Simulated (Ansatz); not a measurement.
Geometry optimisation, DFT r2SCAN-D3(BJ), scalar-relativistic, plane waves, PAW in Ansatz 0.2.0.

input.yaml

```yaml
crystal:
  lattice:
    - [7.93277, 0.0, 0.0]
    - [0.0, 7.93277, 0.0]
    - [0.0, 0.0, 7.93277]
  atoms:
    - { symbol: Li, position: [0.4219953, 0.2294812, 0.3511511] }
    - { symbol: F, position: [0.4026064, 0.1683841, 0.5379462] }
    - { symbol: Li, position: [0.9722582, 0.4331434, 0.0625141] }
    - { symbol: F, position: [0.9443182, 0.539185, 0.226757] }
    - { symbol: Li, position: [0.6225537, 0.8028401, 0.0741419] }
    - { symbol: F, position: [0.5872026, 0.6966959, 0.2368837] }
    - { symbol: Li, position: [0.8854671, 0.9031946, 0.5268912] }
    - { symbol: F, position: [1.0750468, 0.9468533, 0.4929113] }
    - { symbol: C, position: [0.3638357, 0.7380084, 0.5709271] }
    - { symbol: C, position: [0.270806, 0.6435605, 0.4939301] }
    - { symbol: H, position: [0.1892697, 0.5607812, 0.4264457] }
    - { symbol: H, position: [0.4453721, 0.8207878, 0.6384115] }
    - { symbol: C, position: [0.2683218, -0.0094727, 0.8790209] }
    - { symbol: C, position: [0.2657526, 0.139402, 0.915534] }
    - { symbol: H, position: [0.2635008, 0.2698839, 0.947536] }
    - { symbol: H, position: [0.2705736, -0.1399546, 0.8470188] }
    - { symbol: C, position: [0.6798279, 0.5361142, 0.7717838] }
    - { symbol: C, position: [0.5276299, 0.5354966, 0.790191] }
    - { symbol: H, position: [0.3942351, 0.5349554, 0.806324] }
    - { symbol: H, position: [0.8132228, 0.5366554, 0.7556507] }
    - { symbol: C, position: [0.8165324, 0.1301752, 0.8527934] }
    - { symbol: C, position: [0.6677821, 0.1671123, 0.8492643] }
    - { symbol: H, position: [0.5374091, 0.1994861, 0.8461712] }
    - { symbol: H, position: [0.9469054, 0.0978015, 0.8558865] }
basis:
  ecutwfc: 500.0
kpoints:
  mp_grid: { grid: [1, 1, 1] }
hamiltonian:
  xc: r2scan
  dispersion: d3bj
scf:
  occupations: { method: fermi_dirac, width: 0.05 }
  lower_state_search: "off"
relax:
  f_tol: 0.3
  max_steps: 15
  adjacent_minimum: "off"
```

Run as:

```bash
$ ansatz run input.yaml --threads 1 --pin off --max-ram 3072MiB --backend cpu --events-out ev --progress --plain --runs-dir out
```

Task: Where does it end, and by what steps?

Result: The calculation hadn't finished when its time ran out. Limits of this set-up: coarse k mesh. After 13 steps the energy has fallen by 5.267 eV; Li1 moved furthest, 2.07 Å. Joined: Li1–F8, F6–Li7.

| step | energy less start (eV) | largest force component (eV/Å) | accepted |
| --- | --- | --- | --- |
| 0 | 0.0000 | 1.787 | yes |
| 1 | -0.6531 | 0.515 | yes |
| 2 | -1.1760 | 1.093 | yes |
| 3 | -1.6842 | 0.789 | yes |
| 4 | -2.1552 | 0.585 | yes |
| 5 | -2.5408 | 0.559 | yes |
| 6 | -2.9665 | 0.679 | yes |
| 7 | -3.3736 | 0.596 | yes |
| 8 | -3.7010 | 0.403 | yes |
| 9 | -3.9868 | 0.545 | yes |
| 10 | -4.2668 | 0.642 | yes |
| 11 | -4.7129 | 0.817 | yes |
| 12 | -5.0544 | 0.606 | yes |
| 13 | -5.2673 | 0.697 | yes |

```xyz
24
Lattice="7.9328 0.0000 0.0000 0.0000 7.9328 0.0000 0.0000 0.0000 7.9328" Properties=species:S:1:pos:R:3
Li 1.861 0.893 3.890
F 3.396 1.000 4.705
Li 6.901 2.680 0.726
F 8.185 3.549 1.267
Li 5.344 6.598 0.280
F 5.809 6.642 1.892
Li 6.959 7.242 3.055
F 8.251 8.222 3.691
C 2.639 5.937 4.096
C 1.912 5.120 3.594
H 1.264 4.454 3.050
H 3.265 6.715 4.487
C 2.005 0.003 7.204
C 2.038 1.089 7.713
H 2.031 2.075 8.128
H 1.944 -0.933 6.698
C 5.637 4.644 6.382
C 4.456 4.567 6.585
H 3.400 4.455 6.684
H 6.669 4.667 6.114
C 6.613 0.793 6.915
C 5.448 1.006 6.671
H 4.448 1.120 6.234
H 7.668 0.601 6.996
```

The run took 9.6 min on 1 thread of Arm Neoverse V1, with other jobs on the host, peak memory 1.3 GiB.
